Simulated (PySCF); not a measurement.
Spinor energies of Pm(58+) (promethium, charge +58)

Start: [He] 2s1; 2s1/2 filled at m_j = +1/2. Calculated with PySCF 2.14 in an uncontracted even-tempered set (17 s from 40 bohr⁻², ratio 2.4; 12 p from 51 bohr⁻², ratio 2.4; 5 d from 160 bohr⁻², ratio 2.6; 4 f from 240 bohr⁻², ratio 2.6): generalised Hartree-Fock with the X2C-1e Hamiltonian and a Gaussian nucleus; one run each with spin-orbit coupling (SO) switched off, then screened by Boettger's factors.

```json
{"spinor shell": "1s1/2", "electrons": "2", "ε, spin-free (eV)": "-51894.1", "ε, screened SO (eV)": "-51894.1", "weight of nominal j (screened SO)": "1.000", "rms radius, screened SO (bohr)": "0.0262"}
{"spinor shell": "2s1/2", "electrons": "1", "ε, spin-free (eV)": "-12810.5", "ε, screened SO (eV)": "-12810.5", "weight of nominal j (screened SO)": "1.000", "rms radius, screened SO (bohr)": "0.101"}
```

```json
{"quantity": "E (hartree)", "spin-free": "-4353.73438", "screened SO": "-4353.73438"}
{"quantity": "M_J", "spin-free": "1/2", "screened SO": "1/2"}
{"quantity": "⟨J²⟩", "spin-free": "0.750", "screened SO": "0.750"}
{"quantity": "⟨L²⟩", "spin-free": "0.000", "screened SO": "0.000"}
{"quantity": "⟨S²⟩", "spin-free": "0.750", "screened SO": "0.750"}
```

Each row is a mean over spinors that exchange with the open shell spreads, by up to 47.837 eV (1s1/2).

Breit and QED terms are absent; they matter most for the inner s and p1/2 levels.

Densities and radii are taken from the X2C orbitals without a picture-change correction, which distorts them close to the nucleus.

Without spin-orbit coupling the j labels of p, d and f shells carry no meaning; the spin-free column gives the mean over the occupied spinors of each nl shell.
